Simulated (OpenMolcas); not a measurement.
An atom or ion with 4 electrons was computed by MS-CASPT2, IPEA 0.25 Eh, imaginary shift 0.1 Eh with spin-orbit coupling (OpenMolcas, ANO-RCC-VQZP, DKH2). The lowest levels that the run gave, each within 12 % of the measured value where one is at hand:

```
J  Parity  E (cm⁻¹)      g
0    even       0.0       
0     odd     81933       
1     odd     82081  1.501
2     odd     82380  1.501
1     odd    160430  1.000
0    even    213764       
1    even    213913  1.501
2    even    214204  1.501
2    even    232880  1.000
0    even    289283
```

**Question.** Which ion is it, and what are the configurations and terms?

**Answer.** O4+ (Z = 8, charge +4; active space 2 electrons in 8 orbitals (2s 2p 3s 3p)). J, parity and g give the terms where levels are pure, and mixed ones are named by the computed weights; the size of the splittings, set against known spectra of the 4-electron sequence, gives the charge. In order, with the measured energies in cm⁻¹ (Moore, Selected Tables of Atomic Spectra, NSRDS-NBS 3, section 9): 2s² ¹S₀, 2s 2p ³P°₀ (81942), 2s 2p ³P°₁ (82079), 2s 2p ³P°₂ (82385), 2s 2p ¹P°₁ (158798), 2p² ³P₀ (213462), 2p² ³P₁ (213618), 2p² ³P₂ (213887), 2p² ¹D₂ (231721), 2p² ¹S₀ (287910).

Active for correlation alone: 3p 3s; no level in the range computed is led by a configuration that fills them, so any true level of that kind is missing. Computed and measured levels are paired by configuration, term and J; levels that our copy of the source lacks, or whose pairing is in doubt (as where it misses far off the trend of its configuration), stay unpaired and out of the deviations. Only configurations of the active space appear.

° marks odd parity.
